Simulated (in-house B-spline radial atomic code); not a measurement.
A calculation on Hf⁵⁺ (with a hole in an inner shell): its settings, and results tabulated from the run. Level of theory: Dirac-Hartree-Fock, average of the jj configuration, Fermi nucleus of rms radius 5.347 fm; calculated with a radial B-spline atomic code at the basis-set limit.

In the input, a minus or plus after the letter marks the j = l - 1/2 or j = l + 1/2 subshell.

Command:
```bash
python run_scf.py task.json out
```
Settings (nuclear radius in fm, mass in u):
```
Z                72
configuration    1s2 2s2 2p6 3s2 3p6 3d10 4s2 4p6 4d-3 4d+6 4f14 5s2 5p6
hamiltonian      dirac
method           hf
spin_polarised   False
nucleus          fermi
rms_radius       5.347
atomic_mass      179.94656
speed_of_light   137.035999084
```

Output (hartree, bohr):
```
 radial grid: 68 intervals, B-splines of order 8, outer radius 25.4386 bohr

 iter        energy (Eh)    residual
    1      -15068.236791    6.08e-01
    2      -15070.404620    5.27e-01
    3      -15075.891651    5.81e-02
    4      -15075.916816    2.41e-02
    5      -15075.921973    4.27e-03
    6      -15075.922104    5.61e-04
    7      -15075.922111    5.15e-04
    8      -15075.922116    9.30e-05
    9      -15075.922116    5.42e-06
   10      -15075.922116    2.77e-07

 total energy                    -15075.92212
 kinetic                           16855.0505
 electron-nucleus                 -37384.8620
 electron-electron                  5453.8894

 first-order corrections (not in the total)
   Gaunt                            17.4463
   retardation                      -1.8458
   frequency dependence             -0.2902
   self-energy                      12.6137
   Uehling                          -2.2964
   Wichmann-Kroll                    0.0875
   recoil                            0.0287

 orbital      occ     eigenvalue          <r>       <r^2>       <1/r>       <r^4>     <1/r^2>       r_max    small
 1s1/2      2.000     -2419.1817    0.0189867 0.000495044     83.7747 6.62928e-07     16661.5      0.0119  7.33e-02
 2s1/2      2.000      -420.8586    0.0797092  0.00757296     20.3254 0.000100131     2234.22      0.0682  1.66e-02
 2p1/2      2.000      -401.1568     0.066193  0.00544441       20.25 6.10429e-05     703.558     0.05098  1.66e-02
 2p3/2      4.000      -357.2869    0.0738788  0.00664559       17.22 8.67889e-05      404.75     0.05757  1.51e-02
 3s1/2      2.000      -100.0629     0.207587   0.0494107     7.47359  0.00369771     499.757       0.192  5.44e-03
 3p1/2      2.000       -91.3642     0.197801   0.0455888     7.37537  0.00329851     159.721      0.1803  5.37e-03
 3p3/2      4.000       -81.8072     0.211995   0.0521714     6.59915  0.00428516     93.4473      0.1937  4.94e-03
 3d3/2      4.000       -67.2648     0.186528   0.0409097     6.46498  0.00298813     52.3556      0.1525  4.79e-03
 3d5/2      6.000       -65.2453     0.190676   0.0426014     6.28555  0.00320754      48.836      0.1562  4.68e-03
 4s1/2      2.000       -23.2551     0.467656      0.2469     3.11179   0.0884506     120.892      0.4375  1.75e-03
 4p1/2      2.000       -19.5412     0.474708    0.256486     2.99879   0.0981733     37.8638      0.4387  1.66e-03
 4p3/2      4.000       -17.4501     0.505273    0.290362     2.74501    0.125785     22.4763      0.4664  1.51e-03
 4d3/2      3.000       -11.5074     0.526425    0.321417     2.52736    0.167383     11.6184      0.4661  1.32e-03
 4d5/2      6.000       -11.1114     0.537479    0.334703     2.45903    0.181265     10.7427      0.4752  1.28e-03
 4f5/2      6.000        -3.5853     0.628316    0.490329     2.00261    0.536767     5.11204      0.4507  8.91e-04
 4f7/2      8.000        -3.6001     0.632534    0.495789     1.98425     0.54453     5.00372      0.4557  8.79e-04
 5s1/2      2.000        -5.1928      1.11491     1.39117     1.19478     2.80148     20.8815        1.01  3.75e-04
 5p1/2      2.000        -3.9909      1.21165     1.65083     1.08738     4.02942     6.02093       1.081  3.20e-04
 5p3/2      4.000        -3.6531      1.29224     1.87539     1.00494     5.18095     3.61413       1.154  2.83e-04

 Slater integrals (Eh)
   F0(4d3/2,4d3/2)               1.710409
   F2(4d3/2,4d3/2)               0.867590
   F0(4d3/2,4d5/2)               1.692425
   F2(4d3/2,4d5/2)               0.859427
   G2(4d3/2,4d5/2)               0.856853
   G4(4d3/2,4d5/2)               0.574161
   F0(4d3/2,4f5/2)               1.571184
   F2(4d3/2,4f5/2)               0.763504
   G1(4d3/2,4f5/2)               0.891038
   G3(4d3/2,4f5/2)               0.565764
   F0(4d3/2,4f7/2)               1.564869
   F2(4d3/2,4f7/2)               0.761500
   G3(4d3/2,4f7/2)               0.563771
   G5(4d3/2,4f7/2)               0.400289
   F0(4d5/2,4d5/2)               1.675131
   F2(4d5/2,4d5/2)               0.852254
   F4(4d5/2,4d5/2)               0.570970
   F0(4d5/2,4f5/2)               1.556450
   F2(4d5/2,4f5/2)               0.757545
   F4(4d5/2,4f5/2)               0.486064
   G1(4d5/2,4f5/2)               0.879722
   G3(4d5/2,4f5/2)               0.559395
   G5(4d5/2,4f5/2)               0.397436
   F0(4d5/2,4f7/2)               1.550358
   (list cut)
```

Run time, properties included: 1.1 s on 1 thread of Intel(R) Xeon(R) 6975P-C, with other jobs on the host.

For the Dirac Hamiltonian the kinetic term is c α·p + (β - 1)c².
